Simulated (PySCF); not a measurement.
Structure problem from calculated spectra and properties.

Elements present: C, F and H. Monoisotopic mass: 116.0438 u.

* 1H NMR: chemical shifts (computed TMS as zero) by class: 6.26 (1 H), 5.19 (1 H), 2.80 (2 H), 2.58 (2 H) ppm [GIAO PBE0/pcSseg-1]
* 13C NMR: chemical shifts (computed TMS as zero) by class: 172.9 (1 C), 145.8 (1 C), 139.8 (1 C), 84.8 (1 C), 32.2 (1 C), 30.5 (1 C) ppm [GIAO PBE0/pcSseg-1]
* Rotational structure: rotational constants A, B, C: 5.802, 1.137, 0.962 GHz [GFN2-xTB]
* UV, first state: lowest singlet excitation: 5.76 eV (215 nm, f = 0.625) [TDDFT CAM-B3LYP/def2-SVPD]
* Polarisability: 74.2 au [CAM-B3LYP/def2-SVPD]
* Triplet: lowest triplet excitation (Tamm–Dancoff): 3.18 eV [TDA CAM-B3LYP/def2-SVPD]
* Dipole: 1.54 D [CAM-B3LYP/def2-SVPD]

The electronic properties come from PySCF, for the isolated species, density fitting. Levels stand in brackets. One conformer (not necessarily the lowest) at the GFN2-xTB geometry, without solvent, vibrations or thermal averaging. NMR classes are plain means over equivalent atoms (diastereotopic ones count apart unless rotation or inversion swaps them), as if these changed places fast.

Question: Which formula fits the mass and the elements?

Answer: C6H6F2 (calculated 116.0438). No other formula that holds each of these elements comes within 0.0003 u with a fitting electron parity and a possible valence count.

Question: What is the compound? Reason from the data.

Answer: Numbering: `[F:1][C:2]([F:3])=[CH:4][C:5]1=[CH:6][CH2:7][CH2:8]1`. Its formula, C6H6F2, gives 3 degrees of unsaturation: 1 ring and 2 π bonds in the structure found. 6 carbons fall into 6 classes; from least to most shielded: =CF2 carbon [C2] (172.9 ppm), fully substituted alkene carbon [C5] (145.8 ppm), alkene CH carbon [C6] (139.8 ppm), alkene CH carbon [C4] (84.8 ppm), allylic carbon [C8] (32.2 ppm), allylic carbon [C7] (30.5 ppm). Hydrogen classes from least to most shielded: 1 H on an alkene CH carbon, C6 (6.26 ppm), 1 H on an alkene CH carbon, C4 (5.19 ppm), 2 H on an allylic carbon, C8 (2.80 ppm), 2 H on an allylic carbon, C7 (2.58 ppm). The optimised geometry has point group Cs and is an asymmetric top. Structure: `FC(F)=CC1=CCC1`. Computed isomers that give other values at the same levels: `C=C/C(F)=C\C=C/F` (13C chemical shifts (computed TMS as zero) by class: 167.3 (1 C), 158.9 (1 C), 130.6 (1 C), 124.7 (1 C), 111.3 (1 C), 110.2 (1 C) ppm); `C=C/C(F)=C/C=C/F` (13C chemical shifts (computed TMS as zero) by class: 167.4 (1 C), 162.9 (1 C), 136.2 (1 C), 123.1 (1 C), 114.5 (1 C), 112.0 (1 C) ppm); `FC1=C[C@@H](F)C=CC1` (13C chemical shifts (computed TMS as zero) by class: 171.2 (1 C), 134.2 (1 C), 131.9 (1 C), 109.7 (1 C), 88.0 (1 C), 31.6 (1 C) ppm). The assignments are read from this structure; whether some other isomer fits the data as well wasn't checked.

Conformer computed: `[F:1][C:2]([F:3])=[CH:4][C:5]1=[CH:6][CH2:7][CH2:8]1`: C2–C4–C5–C6 180°.
